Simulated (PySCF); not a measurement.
H2AlFS2, singlet, geometry from GFN2-xTB (such geometries of metal compounds can be far from the true shape). Base run: PySCF with PBE0/6-31G.

Here is a job for PySCF.
```python
from pyscf import gto, scf, dft, solvent

mol = gto.M(
    atom='''
Al    0.158320   -0.344807    0.062146
F     0.943104   -1.708515    0.556843
S     0.349079    1.394362    1.386274
H     1.121440    0.704358    2.215857
S    -0.995692   -0.260433   -1.790097
H    -1.321735    1.011888   -1.574175
''',
    basis='6-31g',
    charge=0,
    spin=0,
    verbose=4,
)

mf = dft.RKS(mol)
mf.xc = 'pbe0'
mf.kernel()
```

Each row names what was changed in the base input (with any setting that the change needs).

```tsv
change	ΔE vs base (kJ/mol)	dipole (D)	HOMO-LUMO gap (eV)
base	0.00	1.14	6.67
model = IEF-PCM; solvent = water	-51.7	1.38	6.86
model = IEF-PCM; solvent = water; vdw_scale = 1.0	-120.8	1.45	7.11
model = IEF-PCM; solvent = water; r_probe = 0.5	?	?	?
model = SS(V)PE; solvent = water	?	1.38	6.86
model = IEF-PCM; solvent = water; vdw_scale = 1.4	-24.25	1.33	6.75
model = C-PCM; solvent = water	-52.2	1.38	6.86
model = IEF-PCM; solvent = water; vdw_scale = 1.1	-78.2	1.41	6.96
model = IEF-PCM; solvent = 2-propanol	-48.2	1.36	6.85
model = ddCOSMO; solvent = water	-33.2	1.33	6.79
model = IEF-PCM; solvent = water; lebedev_order = 11	-51.3	1.37	6.85
model = IEF-PCM; solvent = chloroform	?	?	?
```

### Question
Complete the blanks.

### Answer

- model = IEF-PCM; solvent = water; r_probe = 0.5, ΔE vs base (kJ/mol): -16.76
- model = IEF-PCM; solvent = water; r_probe = 0.5, dipole (D): 1.27
- model = IEF-PCM; solvent = water; r_probe = 0.5, HOMO-LUMO gap (eV): 6.73
- model = SS(V)PE; solvent = water, ΔE vs base (kJ/mol): -51.1
- model = IEF-PCM; solvent = chloroform, ΔE vs base (kJ/mol): -35.9
- model = IEF-PCM; solvent = chloroform, dipole (D): 1.30
- model = IEF-PCM; solvent = chloroform, HOMO-LUMO gap (eV): 6.80

The base is the gas phase, so ΔE is the electrostatic part of solvation at a fixed geometry, without cavity and dispersion terms.
